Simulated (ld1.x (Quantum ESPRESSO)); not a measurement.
Ca (Z = 20): one change to a TM semilocal potential, before and after

calcium, norm-conserving Troullier–Martins (semilocal form), made with ld1.x (Quantum ESPRESSO) 7.5 (LDA (PZ), scalar-relativistic). Core [Ar], reference 3d0 4s1.5 4p0 (charge +0.5). Waves: 4s (bound): rc 2.75 bohr; 3d (bound, empty): rc 1.95 bohr; 4p (bound, empty): rc 3.20 bohr. Local part: the p channel. Core correction: a·sin(br)/r model core inside 1.40 bohr.

Change: core [Ne] 3s2, valence charge 8; reference 3p6 3d0 4s2 4p0; waves now 4s (bound): rc 2.75 bohr; 3p (bound): rc 1.55 bohr; 3d (bound): rc 1.50 bohr; local potential the d channel; core correction Bessel-smoothed model core inside 1.55 bohr.

Cutoffs: the cutoffs (Ry, on a coarse ladder) from which the occupation-weighted sum of valence levels, in a spherical-Bessel basis at the reference potential, stays within 10 and 1 mRy of its value at 400 Ry; they do not see the model core or the augmentation charge, which bear on the density cutoff. Errors are all-electron minus pseudo energies relative to the spin-unpolarised reference configuration.

Q: What does the change do?

A: The potential gets harder (6 Ry and 10 Ry → 30 Ry and 55 Ry); neither file shows a bound ghost. The added semicore shells are compact, so their waves need more plane waves. In the semilocal form every listed channel keeps its own potential, so the choice of the local channel does not act on these tests. It acts once the file is put into the separable form. A semilocal file is local in each channel, so a ghost entry of none says nothing of the separable form that plane-wave codes build from it. Several settings change at once here, so the effects cannot be laid on one of them.

```csv
quantity,base,changed
"cutoff, loose",6 Ry,30 Ry
"cutoff, tight",10 Ry,55 Ry
bound ghosts,none,none
"largest error over its own tests, meV",-214,-92
```

Base: The cutoffs count occupied waves only; the empty 3d level needs 40 Ry at the loose tolerance. Changed file: The cutoffs count occupied waves only; the empty 3d level needs 60 Ry at the loose tolerance.
